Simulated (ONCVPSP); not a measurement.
# Cutoff test, Co, ONCV

cobalt, optimised norm-conserving Vanderbilt (ONCV), made with ONCVPSP 4.0.1 (PBE, scalar-relativistic). Core [Ne] 3s2, reference 3p6 3d7 4s1 4p1. Waves: 4s: rc 2.40 bohr, ncon 4, nbas 8, qcut 3.1 1/bohr, 1 projector; 3p+4p: rc 1.20 bohr, ncon 5, nbas 10, qcut 14.6 1/bohr, 2 projectors; 3d: rc 1.55 bohr, ncon 4, nbas 9, qcut 9.8 1/bohr, 2 projectors, debl 3.3 Ha. Local part: polynomial inside 0.95 bohr (lpopt 5, dvloc0 4 Ha). Core correction: none.

Task: For each optimised wave give the share of its norm inside rc, the residual kinetic energy above qcut (Ha) and the cutoffs (Ha) for errors of 10, 1, 0.1 and 0.01 mHa per electron.

Result:

```
         wave  norm inside rc  residual KE  10 mHa  1 mHa  0.1 mHa  0.01 mHa
           4s           0.403      4.5e-04     2.6    4.2     14.6      29.2
           3p           0.878      1.8e-08    27.7   35.8     68.0      81.8
           4p           0.015      9.7e-10    16.7   25.5     33.6      63.0
           3d           0.829      1.3e-05    33.8   39.5     44.0      49.9
d projector 2           0.166      1.5e-04    36.5   43.1     50.5     151.6
```

The occupied waves need 40 Ha and 68 Ha for 1 and 0.1 mHa. Note: ghosts flagged at negative energy: s at -84.2 eV; no localised positive-energy state flagged. A true bound ghost makes a file unfit for plane-wave use.
